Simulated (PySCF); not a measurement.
Species: cis-[IrF2(NH3)4]+ (charge +1 and singlet state).
Bonds: Ir1–F2, Ir1–N3, Ir1–F7, Ir1–N8, Ir1–N12, Ir1–N16. Hydrogens: H4, H5, H6 on N3; H9, H10, H11 on N8; H13, H14, H15 on N12; H17, H18, H19 on N16.

Computed with PBE0-D3(BJ)/def2-SVP geometry optimisation, gas phase, def2 core potentials past Kr in PySCF.

**Question.** How far are the bound atoms from Ir1?

**Answer.** 6 atoms: F2 1.964 Å, F7 1.964 Å, N16 2.075 Å, N12 2.075 Å, N8 2.096 Å, N3 2.096 Å. The nearest atom not counted as bound is H9, at 2.50 Å (others tie with it).

**Question.** List the angles at Ir1.

**Answer.** 
```
      angle  degrees  distance of the outer atoms (Å)
  F2–Ir1–N3    175.8                             4.06
  F7–Ir1–N8    175.8                             4.06
N12–Ir1–N16    163.5                             4.11
  N3–Ir1–N8    106.2                             3.35
  F2–Ir1–F7     97.8                             2.96
 N3–Ir1–N12     94.9                             3.07
 N8–Ir1–N12     94.9                             3.07
 N8–Ir1–N16     94.9                             3.07
 N3–Ir1–N16     94.9                             3.07
 F7–Ir1–N16     84.7                             2.72
 F2–Ir1–N16     84.6                             2.72
 F2–Ir1–N12     84.6                             2.72
 F7–Ir1–N12     84.5                             2.72
  N3–Ir1–F7     78.0                             2.56
  F2–Ir1–N8     78.0                             2.56
```

**Question.** What is the shape at Ir1?

**Answer.** Distorted octahedral: the three widest angles are 175.8°, 175.8° and 163.5°, the others run from 78.0° to 106.2°. The Ir–N distances aren't all alike: 2.075 to 2.096 Å.

**Question.** What are the other bond lengths?

**Answer.** N3–H4, N8–H9 1.031 Å; N3–H5 and 3 like bonds 1.022 Å; N12–H13 and 5 like bonds 1.025 Å.

**Question.** What are the rotational constants (commonest isotopes, rigid rotor)?

**Answer.** A = 1783, B = 1592, C = 1461 MHz: an asymmetric top.

Point group: C2v (every atom within 0.08 Å of its image). Charge +1, singlet. Not checked by PBE0-D3(BJ)/def2-SVP frequencies.

The run took 3.3 min on one thread, Intel Xeon Platinum 8259CL at 2.50 GHz (x86_64), on a shared host, and the process peaked at 0.76 GiB of memory. This is the geometry optimisation.
